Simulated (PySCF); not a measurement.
Screening by computed properties: pick the candidate that meets the target.

All species are isolated and taken at one optimised geometry, non-relativistic unless stated; the electronic structure was computed with PySCF and density fitting.

The conformers computed, where there is a choice (atom-mapped SMILES and torsion angles):
- `[CH2:1]=[CH:2][CH2:3][NH:4][Si@@H:5]1[CH:6]=[CH:7][CH2:8][O:9]1`: C1–C2–C3–N4 124°, C2–C3–N4–Si5 81°, C3–N4–Si5–C6 -85°
- `[CH3:1][C@@H:2]([SiH3:3])[C@@:4]([CH3:5])([C:6]#[N:7])[CH:8]=[O:9]`: C1–C2–C4–C5 -68°, C2–C4–C8–O9 -6°
- `[CH3:1][SiH2:2][c:3]1[cH:4][cH:5][c:6]([CH2:7][NH2:8])[o:9]1`: C1–Si2–C3–C4 10°, C5–C6–C7–N8 -78°, H–N8–C7–C6 -59°, H–N8–C7–C6 59°

The conformers of `[SiH3]N[Si@@H]1CC[Si@H](S)N1` and `CN[Si@@H]1C[SiH2][Si@H](S)N1` aren't listed.

(1) Wanted: HOMO energy between -7.6 eV and -7 eV (PBE0/pcSseg-1) and HOMO–LUMO gap above 7 eV (PBE0/pcSseg-1), at GFN2-xTB geometries. Which candidate meets both?
A. `C[SiH2]c1ccc(CN)o1`
B. `C=CCN[Si@@H]1C=CCO1`
C. `[C@@]([C@@H](C)[SiH3])(C#N)(C=O)C`
D. `[SiH3]N[Si@@H]1CC[Si@H](S)N1`
E. `CN[Si@@H]1C[SiH2][Si@H](S)N1`

Answers

(1) D. Computed values:
```
                          species  HOMO energy  HOMO–LUMO gap
[C@@]([C@@H](C)[SiH3])(C#N)(C=O)C     -8.14 eV        6.54 eV
     [SiH3]N[Si@@H]1CC[Si@H](S)N1     -7.09 eV        7.30 eV
              C=CCN[Si@@H]1C=CCO1     -6.87 eV        6.73 eV
     CN[Si@@H]1C[SiH2][Si@H](S)N1     -6.70 eV        6.43 eV
               C[SiH2]c1ccc(CN)o1     -6.30 eV        6.21 eV
```
